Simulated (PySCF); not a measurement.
## C2H8O4Si3

C2H8O4Si3 is a molecule, neutral, singlet. The structure, one conformer, was relaxed in the gas phase by PBE0-D3(BJ)/def2-SVP. No frequency run checks that it is a minimum.

SMILES: C=C[Si]1(O)O[SiH2]O[SiH2]O1

Coordinates in Å:
```
O1     -0.903   -0.428   -1.265
Si2    -2.361    0.006   -0.598
O3     -2.051    1.105    0.612
Si4    -0.629    1.753    1.179
O5      0.611    1.108    0.283
Si6     0.679   -0.110   -0.849
O7      1.513    0.353   -2.187
C8      1.508   -1.586   -0.125
C9      1.942   -1.607    1.140
H10    -3.032   -1.187   -0.021
H11    -3.203    0.646   -1.643
H12    -0.455    1.384    2.609
H13    -0.649    3.228    1.001
H14     1.118    1.034   -2.740
H15     1.642   -2.480   -0.746
H16     1.836   -0.734    1.794
H17     2.426   -2.487    1.577
```

Shieldings: GIAO PBE0/pcSseg-1. Shifts are against computed references at the same level: C TMS (σ 184.4 ppm), H TMS (σ 31.27 ppm), Si TMS (σ 352.0 ppm). Core levels by delta-SCF with SCAN, pcX-2 on the ionised atom and pcseg-1 elsewhere, spin-free X2C (2p3/2 is the spin-free 2p value less a third of a first-order spin-orbit splitting); from the vacuum level, for chosen atoms.

(1) Give the NMR and core-level values of the distinct atoms.

(2) Which of O1, O5, O7 holds its core electrons tightest, and by how much against the loosest?

(3) By CAM-B3LYP/def2-SVPD (TDDFT singlets, Tamm-Dancoff triplets, ionisation by delta-SCF), where does absorption start, and what does vertical ionisation take?

Answers

(1) 
```csv
atoms,bonded to,σ (ppm),δ (ppm),core level (eV)
O1,2 Si,231.0,-,1s 537.92
Si2,2 O + 2 H,384.6,-32.6,-
O3,2 Si,251.3,-,-
Si4,2 O + 2 H,383.7,-31.7,-
O5,2 Si,238.9,-,1s 537.98
Si6,1 C + 3 O,411.7,-59.7,2p3/2 108.09
O7,1 Si + 1 H,267.4,-,1s 538.68
C8,1 C + 1 Si + 1 H,47.3,137.1,1s 290.30
C9,1 C + 2 H,36.3,148.1,-
H10,1 Si,26.15,5.12,-
H11,1 Si,26.10,5.16,-
H12,1 Si,26.07,5.20,-
H13,1 Si,26.09,5.18,-
H14,1 O,29.02,2.25,-
H15,1 C,25.10,6.17,-
H16,1 C,24.84,6.43,-
H17,1 C,24.81,6.45,-
```

Values are those of this one static structure; atoms that internal rotation interchanges would show their mean in an NMR spectrum.

The core-hole state of C8 is spin-contaminated (⟨S²⟩ 0.80 against 0.75 for a pure doublet), so that value and differences from it are less sure.

(2) O7 (bonded to 1 Si + 1 H), by 0.76 eV over O1 (bonded to 2 Si).

(3) The lowest singlet lies at 6.93 eV (f 0.014), the strongest of the first 6 at 7.34 eV (f 0.330), the lowest triplet at 4.24 eV; vertical ionisation takes 10.35 eV.
